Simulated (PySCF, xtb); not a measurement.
GeH₆Sn, SMILES [SnH3][GeH3].

Harmonic wavenumbers (cm⁻¹) from GFN2-xTB in xtb 6.7.1 at its own minimum, in rising order: 26, 219, 305, 306, 448, 448, 647, 738, 738, 812, 859, 860, 1588, 1786, 1790, 1963, 2061, 2063.

What does PBE0-D3(BJ)/def2-TZVP (PySCF) give at its own minimum? (The exact figures need the calculation; the answer reports its results.)

82, 224, 320, 320, 501, 501, 661, 731, 731, 797, 884, 884, 1938, 1942, 1942, 2142, 2154, 2154. Paired by order, the mean absolute difference is 73 cm⁻¹ and the zero-point energies are 25.2 and 27.0 kcal/mol.
